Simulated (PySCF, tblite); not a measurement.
Isomers of C7H12N (doublet state), one GFN2-xTB conformer each. Single-point energies are computed at B3LYP/pcH-1 (PySCF, gas phase, no added dispersion term), electronic only. GFN2-xTB treats the open shell by occupation alone, and not every SCF solution was tested for stability.

Problem. Rank them by B3LYP/pcH-1 energy, lowest first (kcal/mol).
A. `[CH3:1][N:2][CH2:3][C:4]1=[CH:5][CH2:6][CH2:7][CH2:8]1` (doublet state) with C1–N2–C3–C4 -154°, N2–C3–C4–C5 143°, C4–C5–C6–C7 -12°, C5–C6–C7–C8 18°, C6–C7–C8–C4 -18°, C3–C4–C8–C7 -170°
B. `[CH2:1][C:2](=[CH2:3])[N:4]1[CH2:5][CH2:6][CH2:7][CH2:8]1` (doublet state) with H–C1–C2–C3 177° and -2°, C1–C2–N4–C5 179°, C2–N4–C5–C6 -176°, N4–C5–C6–C7 -34°, C5–C6–C7–C8 38°, C6–C7–C8–N4 -28°

Solution. B (0.0), A (9.5).

GFN2-xTB itself gives, in the same order: 0.0, 11.5. Both levels put the same isomer lowest.

Problem. What happens when harmonic zero-point energies from GFN2-xTB frequencies are added?

Solution. 
| SMILES | ZPE (kcal/mol) | electronic (kcal/mol) | with ZPE (kcal/mol) |
| --- | --- | --- | --- |
| [CH2]C(=C)N1CCCC1 | 108.2 | 0.0 | 0.0 |
| C[N]CC1=CCCC1 | 107.4 | 9.5 | 8.7 |

The zero-point energies span 0.8 kcal/mol. The order is unchanged.

Problem. As an exercise, what shares would exp(−E/RT) give at 2000 K from these electronic energies alone (no entropy, no degeneracies)?

Solution. RT = 3.974 kcal/mol: [CH2]C(=C)N1CCCC1 91.6 %, C[N]CC1=CCCC1 8.4 %.
